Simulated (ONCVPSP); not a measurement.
An odd input for ONCVPSP 4.0.1 (thulium (Tm))

Command:

```bash
oncvpsp.x < Tm.dat > Tm.out
```

Input:

```
# ATOM AND REFERENCE CONFIGURATION
# atsym  z   nc   nv     iexc    psfile
  Tm 69.00   10    4  -116133      upf
#
#   n    l    f
    1    0    2.00
    2    0    2.00
    2    1    6.00
    3    0    2.00
    3    1    6.00
    3    2   10.00
    4    0    2.00
    4    1    6.00
    4    2   10.00
    4    3   12.00
    5    0    2.00
    5    1    6.00
    5    2    1.00
    6    0    2.00
#
# PSEUDOPOTENTIAL AND OPTIMIZATION
# lmax
    2
#
#   l,   rc,      ep,       ncon, nbas, qcut
    0    2.35    0.00    3    6    4.90
    1    2.25    0.00    4    8    6.40
    2    3.40    0.00    4    9    4.20
#
# LOCAL POTENTIAL
# lloc, lpopt,  rc(5),   dvloc0
    4    6    1.80    0.00
#
# VANDERBILT-KLEINMAN-BYLANDER PROJECTORs
# l, nproj, debl
    0    2    1.90
    1    3    1.40
    2    3    0.90
#
# MODEL CORE CHARGE
# icmod, fcfact, rcfact
    3    5.00    1.80
#
# LOG DERIVATIVE ANALYSIS
# epsh1, epsh2, depsh
   -4.00    5.00    0.02
#
# OUTPUT GRID
# rlmax, drl
    6.00    0.01
#
# TEST CONFIGURATIONS
# ncnf
    4
# nvcnf
#   n    l    f
    4
    5    0    2.00
    5    1    6.00
    5    2    1.00
    6    0    1.00
#
    4
    5    0    2.00
    5    1    6.00
    5    2    1.00
    6    0    0.00
#
    4
    5    0    2.00
    5    1    6.00
    5    2    0.00
    6    0    0.00
#
    4
    5    0    2.00
    5    1    5.00
    5    2    1.00
    6    0    2.00
#
```

This is an input that runs to its end, with one change: lpopt set to 6.

Task: How does the run end?

Result: The program refuses the input: "test_data: must have 1 <= lpopt <= 5".

```
ONCVPSP  (Optimized Norm-Conservinng Vanderbilt PSeudopotential)
scalar-relativistic version 4.0.1

test_data: must have 1 <= lpopt <= 5
ERROR: test_data found   1 ERROR; stopping
```
